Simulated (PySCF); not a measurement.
# What a mistake does to a calculation on CFH5OSi

These are calculations, not measurements. They come from PySCF 2.14.0, an open-source quantum chemistry program, on an isolated molecule that a program drew, which may never have been made. The molecule is CFH5OSi (charge 0, singlet), drawn as the SMILES string `C[SiH](O)F`.

Each row is a Hartree-Fock (HF) and frozen-core CCSD(T) single point in the cc-pV(D+d)Z basis, meant for a local HF minimum. Run 1 is clean. Each other run has one planted mistake out of seven kinds, and not every kind appears here: one electron removed, one electron added, multiplicity raised by two, geometry at a saddle point, minimal basis STO-3G, one bond length entered in bohr, all coordinates scaled. The reference is restricted for singlets and unrestricted otherwise, and also for a bond in bohr. Adding or removing an electron swaps singlet and doublet. Electrons count all cores. HOMO and LUMO are orbital energies over both spins, the gradient is its largest component, and the lowest frequency (negative if imaginary) is given only where the gradient is small. Bond lengths are over the 8 bonds as drawn. T1 is the CCSD diagnostic: over 0.02 (restricted) or 0.045 (unrestricted) a single reference is doubtful.

Geometry of the clean run:
```xyz
9
CFH5OSi, angstrom
C    -1.1467   -1.9157    0.1774
Si   -1.4965   -0.2317    0.8730
O    -0.2913    0.3410    1.8165
F    -1.6917    0.7651   -0.3843
H    -0.2351   -1.9130   -0.4273
H    -1.9712   -2.2454   -0.4605
H    -1.0217   -2.6469    0.9806
H    -2.7168   -0.1754    1.6829
H     0.5783    0.4527    1.4629
```

```
run,electrons,basis functions,<S^2>,HOMO (eV),LUMO (eV),gradient (hartree/bohr),lowest frequency (cm^-1),mean bond (Å),longest bond (Å),T1,HF (hartree),CCSD(T) (hartree),mistake
1,42,90,0.000,-12.36,4.61,3.8e-05,153,1.3497,1.855,0.0108,-504.15302,-504.81798,no fault
2,43,90,0.752,3.83,9.18,8.5e-02,-,1.3497,1.855,0.0327,-503.99603,-504.68219,one electron added
3,41,90,0.773,-19.58,-9.72,1.3e-01,-,1.3497,1.855,0.0348,-503.74679,-504.40394,one electron removed
4,42,29,0.000,-9.39,13.11,4.0e-02,-,1.3497,1.855,0.0088,-497.84730,-498.02418,minimal basis STO-3G
5,42,90,0.000,-12.42,4.78,4.2e-02,-,1.3011,1.788,0.0101,-504.13995,-504.79838,all coordinates scaled
6,42,90,0.712,-11.74,2.37,1.9e-02,-,1.4713,2.066,0.0512,-504.02499,-504.68673,?
```

**Which mistake was planted in run 6, and what did it cost?**

The mean bond changes by a factor of 1.090 and the longest by 1.114, so the molecule wasn't scaled as a whole. A length L in bohr read as angstrom grows by (1/0.5292 - 1) L = 0.890 L. The 8 bonds together grew by 8 x 0.1216 = 0.973 Å, which gives L = 1.093 Å. That is the length of one of the C-H bonds, 1.093 Å in the clean geometry. So the mistake is: one bond length entered in bohr. Subtracting run 1 and multiplying by 627.51 kcal/mol a hartree, the energy moved by 80.3 kcal/mol in HF and 82.4 kcal/mol in CCSD(T).

Cautions from the logs. Run 2: the HOMO is above zero, so the electron isn't bound and the energy depends on the basis; run 6: T1 is over the limit, so its CCSD(T) energy is less reliable.
